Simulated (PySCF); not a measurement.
TPSSh single point of singlet [NbF4]+ at its PBE0 minimum.

An equivalent PySCF input for this run (the driver started from the density of an earlier step):

```python
from pyscf import gto, scf, dft
mol = gto.M(atom='''
Nb     0.000000    -0.000000    -0.000000
F      0.001336     1.459055    -1.031707
F     -0.000001    -1.459055    -1.031708
F      1.458387    -0.000668     1.032651
F     -1.459722     0.000669     1.030764''',
    basis={'Nb': 'def2-SVP', 'F': 'def2-SVP'},
    ecp={'Nb': 'def2-SVP'},
    charge=1, spin=0)
mf = dft.RKS(mol, xc='TPSSH')
mf.grids.atom_grid = (90, 434)
aux = {'Nb': 'def2-universal-JKFIT', 'F': 'def2-universal-JKFIT'}
mf = mf.density_fit(auxbasis=aux)
mf.conv_tol = 1e-08
mf.diis_space = 10
mf.max_cycle = 60
mf.verbose = 4
mf.kernel()
```

Excerpt of the output:

```
init E= -455.951752880153
  HOMO = -0.688276640993935  LUMO = -0.39686979616844  gap/eV = 7.92958
cycle= 1 E= -455.951929403893  delta_E= -0.000177  |g|= 0.0628  |ddm|= 0.106
  HOMO = -0.689208037763769  LUMO = -0.377374851184277  gap/eV = 8.48541
cycle= 2 E= -455.947073448266  delta_E= 0.00486  |g|= 0.169  |ddm|= 0.171
  HOMO = -0.684885795732138  LUMO = -0.386453232480096  gap/eV = 8.12076
cycle= 3 E= -455.95281318896  delta_E= -0.00574  |g|= 0.00992  |ddm|= 0.111
  HOMO = -0.686493025825895  LUMO = -0.38897909617393  gap/eV = 8.09577
cycle= 4 E= -455.952834425982  delta_E= -2.12e-05  |g|= 0.000797  |ddm|= 0.0106
  HOMO = -0.686487483370636  LUMO = -0.388952489745774  gap/eV = 8.09634
cycle= 5 E= -455.952834524375  delta_E= -9.84e-08  |g|= 0.000261  |ddm|= 0.000341
  HOMO = -0.686489997327086  LUMO = -0.388933991683433  gap/eV = 8.09691
cycle= 6 E= -455.952834538205  delta_E= -1.38e-08  |g|= 1.92e-05  |ddm|= 0.000199
  HOMO = -0.68649009538716  LUMO = -0.388934194616142  gap/eV = 8.09691
cycle= 7 E= -455.952834538262  delta_E= -5.73e-11  |g|= 8.75e-06  |ddm|= 1.7e-05
  HOMO = -0.686489949787917  LUMO = -0.388935162683908  gap/eV = 8.09688
Extra cycle  E= -455.952834538177  delta_E= 8.53e-11  |g|= 2.3e-05  |ddm|= 2.03e-05
converged SCF energy = -455.952834538177
```

This run, together with those of the ionised and electron-attached species (not shown), took 15 s on 2 threads of a shared Arm Neoverse V2 host, with 87 basis functions; the process peaked at 1.1 GiB. Launch command: `OMP_NUM_THREADS=2 python axn.py task.json out`.
